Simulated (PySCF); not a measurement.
Identify the unknown among the candidates.

All candidates are C5H11FN2Si2.

* NMR, other nuclei: isotropic shieldings of nuclei other than C and H, by class: -69 (1 N), 51 (1 N), 364 (1 F), 381 (1 Si), 425 (1 Si) ppm [GIAO PBE0/pcSseg-1]
* 1H NMR: chemical shifts (computed TMS as zero) by class: 7.69 (1 H), 5.31 (2 H), 3.75 (3 H), 2.43 (3 H), 0.47 (2 H) ppm [GIAO PBE0/pcSseg-1]
* Rotational structure: rotational constants A, B, C: 1.632, 0.574, 0.520 GHz [GFN2-xTB]
* 13C NMR: chemical shifts (computed TMS as zero) by class: 159.1 (1 C), 136.2 (1 C), 134.2 (1 C), 10.7 (1 C), -10.2 (1 C) ppm [GIAO PBE0/pcSseg-1]
* Dipole: 2.40 D [PBE0/pcSseg-1]

Electronic properties: PySCF, gas phase, density fitting. Levels stand in brackets. The structure is a single GFN2-xTB conformer in the gas phase; no vibrational or solvent corrections. Each NMR value is the plain mean over a class of atoms that symmetry, rotation or inversion makes alike.

Question: Which candidate is it?
A. `N#CCC1([Si@H](F)N[SiH3])CC1`
B. `C[SiH](C)n1nc(F)cc1[SiH3]`
C. `Cc1c(F)cnn1[SiH2]C[SiH3]`

Answer: C. It is `Cc1c(F)cnn1[SiH2]C[SiH3]`. Numbering: `[CH3:1][c:2]1[c:3]([F:4])[cH:5][n:6][n:7]1[SiH2:8][CH2:9][SiH3:10]`. Its formula, C5H11FN2Si2, gives 3 degrees of unsaturation: 1 ring and 2 π bonds in the structure found (Kekulé form). 5 carbons fall into 5 classes; from least to most shielded: aromatic C–F carbon [C3] (159.1 ppm), aromatic CH next to a ring nitrogen [C5] (136.2 ppm), substituted aromatic carbon [C2] (134.2 ppm), benzylic-type carbon [C1] (10.7 ppm), chain sp3 carbon bound to silicon [C9] (-10.2 ppm). Hydrogen classes from least to most shielded: 1 H on an aromatic CH next to a ring nitrogen, C5 (7.69 ppm), 2 H on an SiH2 silicon, Si8 (5.31 ppm), 3 H on an SiH3 silicon, Si10 (3.75 ppm, a mean of values up to 0.6 ppm apart in this geometry), 3 H on a benzylic-type carbon, C1 (2.43 ppm, a mean of values up to 0.5 ppm apart in this geometry), 2 H on an sp3 carbon bound to silicon, C9 (0.47 ppm, a mean of values up to 1.5 ppm apart in this geometry). The other shieldings belong to: -69 ppm, pyridine-type nitrogen [N6]; 51 ppm, pyrrole-type nitrogen [N7]; 364 ppm, aryl fluorine [F4]; 381 ppm, SiH2 silicon [Si8]; 425 ppm, SiH3 silicon [Si10]. The optimised geometry has point group C1 and is an asymmetric top.

The others, at the same levels:
- `C[SiH](C)n1nc(F)cc1[SiH3]` fails: it has 4 carbon classes against 5; its computed 13C shifts are 177.4 (1 C), 142.3 (1 C), 109.3 (1 C), -0.8 (2 C) ppm, 1H shifts are 6.23 (1 H), 5.46 (1 H), 4.53 (3 H), 0.54 (6 H) ppm and rotational constant A is 1.026 GHz (against 1.632 GHz).
- `N#CCC1([Si@H](F)N[SiH3])CC1` fails: its computed 13C shifts are 126.3 (1 C), 23.2 (1 C), 12.0 (1 C), 10.6 (1 C), 8.9 (1 C) ppm, 1H shifts are 5.33 (1 H), 4.84 (3 H), 2.75 (1 H), 1.48 (1 H), 1.21 (1 H), 1.02 (1 H), 1.01 (1 H), 0.53 (1 H), 0.32 (1 H) ppm and rotational constant A is 1.254 GHz (against 1.632 GHz).

Each candidate is one conformer, not necessarily the lowest. The conformers computed, where there is a choice (atom-mapped SMILES and torsion angles):
- `[CH3:1][c:2]1[c:3]([F:4])[cH:5][n:6][n:7]1[SiH2:8][CH2:9][SiH3:10]`: N6–N7–Si8–C9 39°, N7–Si8–C9–Si10 59°
- `[CH3:1][SiH:2]([CH3:3])[n:4]1[n:5][c:6]([F:7])[cH:8][c:9]1[SiH3:10]`: C1–Si2–N4–N5 81°
- `[N:1]#[C:2][CH2:3][C:4]1([Si@H:5]([F:6])[NH:7][SiH3:8])[CH2:9][CH2:10]1`: C2–C3–C4–Si5 -61°, C3–C4–Si5–F6 -168°, C4–Si5–N7–Si8 159°
